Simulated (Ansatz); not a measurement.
Species: CH₅BO, charge 0, singlet. CH5BO (SMILES BOC).
B3LYP-D3(BJ)/def2-TZVP minimum from Ansatz (a quantum-chemistry and plane-wave program):
```xyz
8

B     -0.2957     0.0965     1.2734
H     -1.1833     0.5022     1.9585
H      0.6968    -0.4021     1.7257
O     -0.4472     0.2191    -0.0537
C      0.5349    -0.2233    -0.9864
H      1.3955    -0.6600    -0.4753
H      0.0815    -0.9656    -1.6435
H      0.8560     0.6297    -1.5845
```

Wanted: atomisation energy (electronic, to ground-state atoms), in kcal/mol. Radicals and triplets start from unrestricted determinants; spin-orbit coupling is neglected. CBS(X,Y): correlation extrapolated as X^-3, Hartree-Fock from the larger set. A bracket is a step between two methods taken in the basis named. Functionals run without relativity, which enters their misses. Double hybrids freeze cores in their MP2 part. '+ core + X2C': CCSD(T) terms for core correlation (cc-pwCVTZ) and scalar relativity (cc-pVTZ-DK). For partners of very few electrons the exact lower level stands in for a higher one.

CCSD(T)/CBS(cc-pVTZ,cc-pVQZ) + [CCSDT(Q) - CCSD(T)]/cc-pVDZ + core + X2C (Ansatz) gives 719.3 kcal/mol.

Question: What does PBE/def2-TZVPD (Ansatz) give here, and how do the other levels compare?

Answer: PBE gives 726.5 kcal/mol, 7.2 kcal/mol above it. Differences of the others: r2SCAN/def2-TZVPD (Ansatz) 0.0; B3LYP/def2-TZVPD (Ansatz) -2.0; PBE0/def2-TZVPD (Ansatz) -3.8; wB97M-V/def2-TZVPD (Ansatz) 0.6; B2PLYP/def2-TZVPD (Ansatz) -7.4; CCSD(T)/CBS(cc-pVTZ,cc-pVQZ) + core + X2C (Ansatz) -0.5 kcal/mol. Nearer than PBE: r2SCAN/def2-TZVPD, B3LYP/def2-TZVPD, PBE0/def2-TZVPD, wB97M-V/def2-TZVPD, CCSD(T)/CBS(cc-pVTZ,cc-pVQZ) + core + X2C.
